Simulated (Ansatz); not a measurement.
AlCl (SMILES [Al][Cl]), singlet, at a GFN2-xTB geometry (such geometries of metal compounds can be far from the true shape); BLYP/def2-SVP (Ansatz, a first-principles code).

Input for Ansatz:
Ansatz 0.2 input:
```yaml
crystal:
  periodic: [false, false, false]
  atoms:
    - {symbol: Al, position_ang: [-0.00000000, -0.00000000, -1.15413952]}
    - {symbol: Cl, position_ang: [0.00000000, 0.00000000, 0.88257728]}
basis:
  gaussian:
    orbitals: def2-SVP
hamiltonian:
  xc: blyp
accuracy: high
```

Task: Write the output that Ansatz gives for this input, abridged.

Result: 
```
Functional definition: BLYP
576 factors; integrals over basis functions are off by at most 4.1e-9 eV
mean field evaluation 1: about -19114.2655 eV, gradient 1.4e1 eV
mean field evaluation 2: about -19113.3164 eV, gradient 2.3e1 eV
mean field evaluation 4: about -19114.7878 eV, gradient 5.1e-1 eV
mean field evaluation 8: about -19114.7856 eV, gradient 1.1e-3 eV
mean field evaluation 16: about -19114.7856 eV, gradient 3.6e-8 eV
mean field -19114.78557514 eV, -702.4554134193 hartree, gradient 1.1e-8 eV, S^2 0.000000; 0 other end points of the search recorded, 0 dependent functions left out
reference -19114.78561145 eV, -702.4554147537 hartree; 15, 15 occupied and 21, 21 virtual orbitals, 576 factors
Total energy: -19114.78561145 eV, -702.4554147537 hartree
```
